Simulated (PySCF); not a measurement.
## Predicted spectroscopic data

How the numbers were obtained: GFN2-xTB structure, PBE0/pcSseg-1 with gauge-including orbitals, in PySCF 2.14 (one computed conformer, no solvent model, non-relativistic, averaged over atoms made equivalent by symmetry, fast rotation or ring inversion).

Scale: $^{1}$H (σ = 31.72 ppm) and $^{13}$C (σ = 186.93 ppm) vs TMS (reference shieldings calculated alike). Splittings of carbon signals by F and P are missing where no couplings were computed. Where no couplings were computed, multiplicities follow the n + 1 count of equivalent neighbours, and m marks all less simple cases (inequivalent or close neighbours, rings, F or P nearby). Shifts are as computed. Against solution values, carbons near 30 ppm lie about +3 ppm off and those near 130 ppm about +5 ppm (rms about the fit 2.1 ppm; single classes can miss by 10 ppm). Of 1328 compounds with measured shifts, 309 miss one by over three times the rms of a fit or turn the order of signals round; such compounds aren't used in these exercises. Signals without a measured value on file couldn't be tested in this way; 1H shifts scatter by 0.2 ppm about their fit, and single ones miss by 0.5 ppm.

**1.** SMILES FC(F)Oc1ccccc1, C7H6F2O. $^{1}$H NMR (600 MHz, computed): δ 7.72 (m, 2H), 7.46 (t, 1H), 7.34 (d, 2H), 6.75 (m, 1H). $^{13}$C{$^{1}$H} NMR (computed): δ 160.6, 135.7, 129.5, 123.0, 121.4.

**2.** SMILES COc1cccc(F)c1F, C7H6F2O. $^{1}$H NMR (600 MHz, computed): δ 7.23 (m, 1H), 7.03 (m, 1H), 6.61 (m, 1H), 3.99 (s, 3H). $^{13}$C{$^{1}$H} NMR (computed): δ 161.9, 157.6, 151.4, 127.7, 115.1, 109.8, 56.3.
